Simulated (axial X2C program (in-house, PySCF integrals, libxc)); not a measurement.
Potential curves of NaCo, two-component

Calculated with an axial X2C code built on PySCF integrals. Two-component (2c) means X2C with spin–orbit coupling and atomic mean-field two-electron Coulomb and Gaunt terms. Basis: Co dyall-cv3z [9s10p6d3f2g], Na dyall-cv3z [9s8p5d2f] (cores contracted in-house); Gaussian nuclei, density fitting, unrestricted open shells. Masses: Co 58.933 u, Na 22.990 u.

State: Ω = 3 (⟨Sz⟩ = 1.00, ⟨Lz⟩ = 2.00 at HF). Energies in cm⁻¹ from the lowest point of each curve. Fits are polynomials in 1 − R0/R over 0.85 to 1.23 times the lowest point R0.

```tsv
R (Å)	CCSD	B3LYP	CCSD(T)
2.2994		1463	
2.4051	706	590	604
2.4844	287	216	214
2.5637	62	30	24
2.6430	0	0	0
2.7355	95	120	143
2.8280	335	369	434
2.9469	806	834	975
3.0923		1545	
3.3037		2735
```

Correlated methods: 10 electrons correlated (number of frozen shells: Co 3 s, 2 p; Na 2 s, 1 p), 272 virtual spin orbitals or spinors in MP2, 90 natural virtuals in coupled cluster.

One determinant describes the state; a PBE0 search over occupations chose it and may have missed a lower one. Density functionals use the spin component along the axis (collinear). CCSD and (T) use frozen natural virtuals with an MP2 correction for the truncation; (T) itself is uncorrected, so its De runs slightly low. Without a current term, density functionals place determinants with orbital angular momentum somewhat too high. With several unpaired electrons one determinant need not be a pure state. The determinant is spin-polarised beyond a pure state at some levels (its spin-free form has ⟨S²⟩ too high), which makes Re and μ there less reliable. The T1 diagnostic is large, a sign of multireference character. The lowest spin-free determinant has another configuration (M_S = 1, Λ = 0), so the order of states is uncertain and this need not be the ground state. Coupled cluster ran on the points near the minimum only. MP2 and coupled cluster on one determinant become unreliable at the stretched end.

Question: Fit the CCSD curve near its minimum: give the equilibrium distance and the harmonic wavenumber.

Answer: At CCSD, 2c: Re = 2.638 Å, ωe ≈ 209 cm⁻¹; Be follows as 0.147 cm⁻¹.

Question: What are Re and ωe at the B3LYP level?

Answer: At B3LYP, 2c: Re = 2.621 Å, ωe ≈ 207 cm⁻¹; Be follows as 0.148 cm⁻¹.

Question: Fit the CCSD(T) curve near its minimum: give the equilibrium distance and the harmonic wavenumber.

Answer: At CCSD(T), 2c: Re = 2.616 Å, ωe ≈ 217 cm⁻¹; Be follows as 0.149 cm⁻¹.
